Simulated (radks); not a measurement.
Species: P I. Configuration: [Ne] 3s2 3p3 (the NIST ground configuration).

Calculated with a radial shooting solver on a logarithmic mesh with Libxc functionals: scalar-relativistic Kohn-Sham, BLYP, spin-unpolarised, spherical densities, finite nucleus; Fermi nuclear charge, rms radius 3.1889 fm.

Energy parts (eV):
| part | energy |
|---|---|
| total | -9308.363 |
| kinetic | 9338.296 |
| electron-nucleus | -22195.747 |
| Hartree | 4179.543 |
| exchange-correlation | -630.454 |

Orbitals (lengths in bohr, moments of r in powers of bohr; <r^-3> diverges for s and p1/2):
| orbital | occ. | eigenvalue (eV) | <r^-3> | <1/r> | <r^2> |
|---|---|---|---|---|---|
| 1s | 2 | -2085.531 | - | 14.65 | 0.01445 |
| 2s | 2 | -173.8164 | - | 2.820 | 0.3229 |
| 2p | 6 | -124.5267 | 63.55 | 2.711 | 0.2961 |
| 3s | 2 | -13.8326 | - | 0.7274 | 4.168 |
| 3p | 3 | -5.3568 | 3.814 | 0.5744 | 6.882 |

The highest occupied level is 3p at -5.357 eV. The density falls to 0.001 e/bohr^3 at r = 4.29 bohr. Summed over all electrons, <r^2> = 31.43 bohr^2, which gives a Langevin (diamagnetic) susceptibility term of -24.9 x 10^-6 cm^3/mol.
